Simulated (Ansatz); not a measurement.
Ansatz (a program for electronic structure) input (PBE-QIDH/def2-TZVPD):

Ansatz 0.2 input:
```yaml
crystal:
  periodic: [false, false, false]
  atoms:
    - {symbol: C, position_ang: [-0.35735550, -1.44615706, -0.18651314]}
    - {symbol: C, position_ang: [-1.28924847, -0.37269060, -0.07772658]}
    - {symbol: C, position_ang: [-0.89589406, 0.93961508, 0.09323489]}
    - {symbol: N, position_ang: [0.39376707, 1.30026323, 0.16949229]}
    - {symbol: C, position_ang: [1.23866182, 0.26872348, 0.06370097]}
    - {symbol: N, position_ang: [0.96423598, -1.01956099, -0.10136299]}
    - {symbol: H, position_ang: [-2.35674878, -0.58826211, -0.13065725]}
    - {symbol: H, position_ang: [-1.62454405, 1.75173715, 0.17495091]}
    - {symbol: H, position_ang: [2.29828874, 0.53466387, 0.12262437]}
basis:
  gaussian:
    orbitals: def2-TZVPD
hamiltonian:
  xc: {name: PBE-QIDH}
total_charge: -1
magnetization: {spin_polarized: false}
correlation: {electrons: outside_noble_gas}
```

End of the output:

```
integrals: 0.56 GiB planned
1646 factors; integrals over basis functions are off by at most 1.0e-3 eV
0.46 GiB of the device are held for the grids
1.24 GiB of device memory are held for the factors and their scratch space
mean field: 1.65 GiB planned
mean field evaluation 1: about -7155.0775 eV, gradient 2.9e1 eV
mean field evaluation 2: about -7155.1925 eV, gradient 2.9e1 eV
mean field evaluation 4: about -7157.4882 eV, gradient 5.9e0 eV
mean field evaluation 8: about -7157.5861 eV, gradient 5.9e-1 eV
mean field evaluation 16: about -7157.5872 eV, gradient 6.6e-4 eV
mean field -7157.58718855 eV, -263.0364775924 hartree, gradient 9.6e-6 eV, S^2 0.000000; 0 other end points of the search recorded, 0 dependent functions left out
6 core orbitals not correlated
reference -7157.58720276 eV, -263.0364781144 hartree; 15, 15 occupied and 228, 228 virtual orbitals, 1646 factors
second order -31.47647063 eV of doubles, -0.00000000 eV of singles
Total energy: -7168.07935963 eV, -263.4220577678 hartree
```

It need not be the lowest isomer of its formula. Whether it binds its extra electron was not tested at this geometry.
